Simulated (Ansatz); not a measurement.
`CSB(F)F` + H₂O → `CSB(O)F` + H–F at 500 K and 1 bar (formal hydrolysis of a B–F bond).

Isolated molecules relaxed with PBE0-D4/def2-TZVP in Ansatz; ΔE leaves out vibrations. CCSD(T)/CBS adds triple-zeta CCSD(T) − MP2 to the extrapolated MP2 energy (def2 sets, frozen cores). This one scheme is used for every species. Each species was taken in one conformer, which may not be the lowest.

| species | CCSD(T)/CBS energy (Eh) | H − E (kJ/mol) | S (J/(mol·K)) |
| --- | --- | --- | --- |
| `CSB(F)F` | -662.16308 | 167.4 | 382.8 |
| H₂O | -76.37941 | 73.2 | 206.3 |
| `CSB(O)F` | -638.14232 | 202.1 | 388.4 |
| H–F | -100.39570 | 39.4 | 188.7 |

H − E and S are ideal-gas, rigid-rotor, harmonic terms from PBE0-D4/def2-TZVP, for one conformer and one mirror image of each species. 1 Eh = 2625.50 kJ/mol, R = 8.31446 J/(mol·K).

Q: By hand: ΔE, ΔH, ΔS and ΔG.

A: ΔE = (-638.14232) + (-100.39570) − (-662.16308) − (-76.37941) = 0.00447 Eh = 11.7 kJ/mol. Δ(H − E) = 202.1 + 39.4 − 167.4 − 73.2 = 0.9, so ΔH = 12.6 kJ/mol. ΔS = 388.4 + 188.7 − 382.8 − 206.3 = -12.0 J/(mol·K). ΔG = 12.6 − 500 × (-12.0)/1000 = 18.6 kJ/mol.

Q: By hand: the equilibrium constant, and the temperature at which ΔG would vanish if ΔH and ΔS stayed fixed.

A: log₁₀ K = −ΔG/(RT ln 10) = -1.9. ΔH and −TΔS have one sign here, so there is no such temperature.

TΔS isn't small against ΔH here. A doubt of 5 kJ/mol in ΔE shifts log₁₀ K by 0.5 here. Other conformers and mirror images would add mixing entropy, several J/(mol·K) or more a flexible species. These are equilibria of isolated gas molecules and say nothing of rates. Largest T1 diagnostic: 0.012 (customary marks: 0.02 for closed shells, 0.045 for open ones).

ΔS is within the doubt of such terms, so its sign, and with it that verdict, could turn.
